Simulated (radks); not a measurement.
Isoelectronic series with 8 electrons, all held in the configuration [He] 2s2 2p4, which need not be the ground one along the series. Calculated with a radial shooting solver on a logarithmic mesh with Libxc functionals: non-relativistic Kohn-Sham, LDA (Slater exchange, Perdew-Wang correlation), spin-polarised, spherical densities, point nucleus; open shells are filled with parallel spins first. Total energies (hartree) and screening constants sigma, defined by e = -(Z - sigma)^2 / (2 n^2) hartree:

\begin{tabular}{lrrrrr}
ion & E (hartree) & 2p down & 2p up & 2s down & 2s up \\ \hline
O & -74.52483 & 6.524 & 6.255 & 5.467 & 5.294 \\
F+ & -98.44751 & 6.225 & 6.029 & 5.373 & 5.224 \\
Ne2+ & -125.88665 & 6.083 & 5.910 & 5.306 & 5.169 \\
Mg4+ & -191.28838 & 5.934 & 5.781 & 5.220 & 5.096 \\
Al5+ & -229.24556 & 5.889 & 5.741 & 5.192 & 5.071 \\
Si6+ & -270.70515 & 5.855 & 5.710 & 5.169 & 5.051 \\
P7+ & -315.66641 & 5.828 & 5.685 & 5.150 & 5.034 \\
S8+ & -364.12886 & 5.805 & 5.665 & 5.134 & 5.020 \\
Cl9+ & -416.09216 & 5.787 & 5.648 & 5.120 & 5.008 \\
Ar10+ & -471.55608 & 5.771 & 5.633 & 5.109 & 4.997 \\
K11+ & -530.52043 & 5.757 & 5.621 & 5.099 & 4.988 \\
Ca12+ & -592.98510 & 5.745 & 5.610 & 5.090 & 4.980 \\
Sc13+ & -658.95000 & 5.735 & 5.600 & 5.082 & 4.973 \\
Ti14+ & -728.41505 & 5.726 & 5.592 & 5.075 & 4.967 \\
V15+ & -801.38020 & 5.718 & 5.584 & 5.069 & 4.961 \\
Cr16+ & -877.84542 & 5.711 & 5.578 & 5.063 & 4.956 \\
Mn17+ & -957.81067 & 5.704 & 5.572 & 5.058 & 4.952 \\
\end{tabular}
